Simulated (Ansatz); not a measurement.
Total energies of the cluster Li₂Al₂⁻ from Ansatz at PBE0-D4/def2-TZVPD, gas phase (1 Eh = 27.2114 eV = 2625.5 kJ/mol). The reference geometry is relaxed at PBE-D4/def2-TZVPD.

```xyz
4

Li    0.682    0.680   -1.508
Li   -1.694   -0.572   -0.063
Al    0.108    1.088    1.121
Al    0.904   -1.196    0.451
```

```
            state                      geometry  energy (Eh)
charge -1 doublet                     reference   -499.65858
 charge 0 singlet                     reference   -499.61138
charge -1 quartet  relaxed at PBE-D4/def2-TZVPD   -499.63023
```

(1) Work out the vertical ionisation energy to the singlet.

(2) Which of the charge -1 states is lowest, and how far above it are the others?

(1) E(charge 0 singlet) − E(charge -1 doublet) = -499.61138 − (-499.65858) = 0.04720 Eh = 1.28 eV. For comparison, −ε of the highest occupied level of the spin that leaves is 0.14 eV at this level, 1.14 eV less.

(2) The doublet. quartet: -499.63023 − (-499.65858) = 0.02835 Eh = 74.4 kJ/mol.

The restricted singlet is unstable towards broken spin symmetry in Hartree–Fock (as tested in another run); at PBE0-D4/def2-TZVPD this wasn't settled. At PBE0-D4/def2-TZVPD the highest occupied level of the charge -1 quartet lies above zero (up to 0.31 eV). It is a level of α spin, whose loss leaves a triplet; that state wasn't run at this geometry and level. The electron is either unbound and held by the finite basis, or the level is raised by self-interaction error. 

The structure comes from a short search, and lower isomers may exist.
